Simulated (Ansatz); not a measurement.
Calculated with Ansatz (gas phase, PBE0-D4/def2-TZVP geometries, no zero-point term in ΔE). CBS: MP2 limit from def2 TZ/QZ plus the TZ coupled-cluster correction, frozen cores. This one scheme is used for every species. DFT in def2-TZVPP. Triplets are unrestricted, without spin–orbit coupling. Elements past krypton have def2 core potentials. For In outer-core shells are correlated without core-valence functions, which leaves a few kJ/mol of doubt a bond. One conformer a species, not always the lowest.

Reaction (formal loss of a carbene): `B[SiH2][CH2][InH2]` → `B[SiH2][InH2]` + `[CH2]` (triplet)

| level | ΔE (kJ/mol) |
| --- | --- |
| PBE-D4 | 389.1 |
| r2SCAN-D4 | 373.9 |
| PBE0-D4 | 391.8 |
| ωB97X-V | 428.2 |
| ωB97M-V | 412.3 |
| CCSD/def2-TZVPP | 396.3 |
| HF/def2-QZVPP | 304.3 |
| MP2/def2-QZVPP | 418.9 |

(1) What does CCSD(T)/CBS give? (Estimate.)

Largest T1 diagnostic among the species: 0.015.

Answers

(1) Ansatz gave: +414.0 kJ/mol. The listed levels differ from it by -24.9, -40.1, -22.2, 14.2, -1.7, -17.7, -109.7, 4.9 kJ/mol.

The D4 term adds +12.3 kJ/mol with B3LYP and +6.7 kJ/mol with PBE0; it sums over pairs of atoms, weighted by their polarisabilities, and B3LYP, whose exchange is more repulsive, gets the larger term. In def2-TZVPP, CCSD(T) changes the Hartree–Fock value by +96.9 kJ/mol (the triples alone add +4.0 kJ/mol) and MP2 by +107.4 kJ/mol.

B3LYP here is the variant with VWN-RPA as its local correlation; programs differ in this.
